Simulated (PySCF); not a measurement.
## Electron correlation in Kr²⁺ (krypton, charge +2)

[Ar] 3d10 4s2 4p4, high-spin 3P determinant. Calculation: PySCF 2.14, in jorge-DZP-DKH; the spin-free X2C one-electron Hamiltonian (Gaussian nucleus). Frozen: [Ar] 3d10; 6 electrons correlated.

MP2 pair energies summed by pair of shells (mhartree):

```
 pair  energy  share (%)
4s-4p  -18.50       51.8
4p-4p  -12.98       36.3
4s-4s   -4.26       11.9
```

Total MP2 correlation energy: -35.74 mhartree.

Same-spin part -7.41 and opposite-spin part -28.33 mhartree; SCS-MP2 scales them by 1/3 and 6/5 to -36.47 mhartree.

```
  level  correlation energy (mhartree)
   CCSD                         -41.58
    (T)                          -0.28
CCSD(T)                         -41.86
```

Diagnostics: T1 = 0.0012, D1 = 0.0030, largest double amplitude 0.027.

Problem. Is a single reference adequate?

Solution. Yes, within this model without spin-orbit coupling: T1 lies below 0.03 and no double amplitude reaches 0.07.
